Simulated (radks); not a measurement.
Initial-state core-level shifts of neutral cadmium when its valence configuration changes from [Kr] 4d10 5s2. Calculated with a radial shooting solver on a logarithmic mesh with Libxc functionals: scalar-relativistic Kohn-Sham, r2SCAN, spin-polarised, spherical densities, finite nucleus; open shells are filled with parallel spins first (spin-orbit coupling, left out, can overturn this in heavy ions); meta-GGA in the generalised Kohn-Sham scheme; Fermi nuclear charge, rms radius 4.6087 fm. Shifts are changes of the shell-averaged eigenvalues in eV (positive: less bound); the change of the density at the nucleus, which sets a Mossbauer isomer shift, is in e/bohr^3, on a base of 1.636e+05.

| valence | 1s | 2p | 3p | 4s | density at nucleus |
|---|---|---|---|---|---|
| 4d9.5 5s2 5p0.5 | -3.531 | -3.638 | -3.603 | -3.366 | +6.79 |
| 4d9 5s2 5p1 | -6.977 | -7.211 | -7.125 | -6.589 | +13.95 |
| 4d10 5s1 5p1 | -1.619 | -1.568 | -1.590 | -1.650 | -21.64 |
| 4d10 5s1.5 5p0.5 | -0.938 | -0.912 | -0.921 | -0.947 | -10.30 |
| 4d9 5s1.5 5p1.5 | -7.600 | -7.817 | -7.740 | -7.215 | +1.42 |
| 4d9 5s1 5p2 | -8.079 | -8.281 | -8.216 | -7.711 | -11.90 |
| 4d8 5s1 5p3 | -14.698 | -15.221 | -15.009 | -13.700 | -0.98 |
| 4d7 5s2 5p3 | -20.838 | -21.748 | -21.302 | -18.939 | +45.05 |
| 4d10 5p2 | -3.385 | -3.279 | -3.319 | -3.422 | -44.30 |
